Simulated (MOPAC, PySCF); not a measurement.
CH$_{2}$N$_{2}$Si, SMILES `N#C[Si]N` (lower singlet), neutral singlet in the gas phase. This singlet lies 2.00 eV below the relaxed triplet at the level B3LYP/cc-pVTZ // PBE0-D3(BJ)/def2-TZVP (Ansatz).

Cartesian coordinates (Å):
```xyz
6

N      2.5331    -0.4790    -0.1787
C      1.5417     0.0664     0.0535
Si     0.0407     1.1321     0.5142
N     -1.1059    -0.0025    -0.0179
H     -0.9159    -0.9058    -0.4250
H     -2.0936     0.1888     0.0539
```
Charge 0, spin multiplicity 1.

All levels are single points at this geometry (PBE0-D3(BJ)/def2-TZVP); Pople sets use spherical d functions. Orbital energies aren't observables, and empty levels follow the basis.

PBE-D3(BJ)/def2-TZVP in PySCF gives HOMO (eV) = -6.42.

Question: Estimate the HOMO (eV) from each of these levels: PBE0-D3(BJ)/def2-TZVP in PySCF; B3LYP/3-21G in PySCF; B3LYP/6-31G* in PySCF; B3LYP/LANL2DZ in PySCF; BP86/6-31G* in PySCF; M06-2X/6-31G* in PySCF; PBE/6-31G* in PySCF; HF/3-21G in PySCF; HF/6-31G* in PySCF; PM3 in MOPAC; PM6 in MOPAC; PM7 in MOPAC.

Answer: 
| level | HOMO (eV) |
|---|---|
| PBE0-D3(BJ)/def2-TZVP in PySCF | -7.57 |
| B3LYP/3-21G in PySCF | -6.94 |
| B3LYP/6-31G* in PySCF | -7.17 |
| B3LYP/LANL2DZ in PySCF | -7.26 |
| BP86/6-31G* in PySCF | -6.33 |
| M06-2X/6-31G* in PySCF | -8.45 |
| PBE/6-31G* in PySCF | -6.21 |
| HF/3-21G in PySCF | -9.88 |
| HF/6-31G* in PySCF | -10.03 |
| PM3 in MOPAC | -8.75 |
| PM6 in MOPAC | -8.43 |
| PM7 in MOPAC | -10.24 |
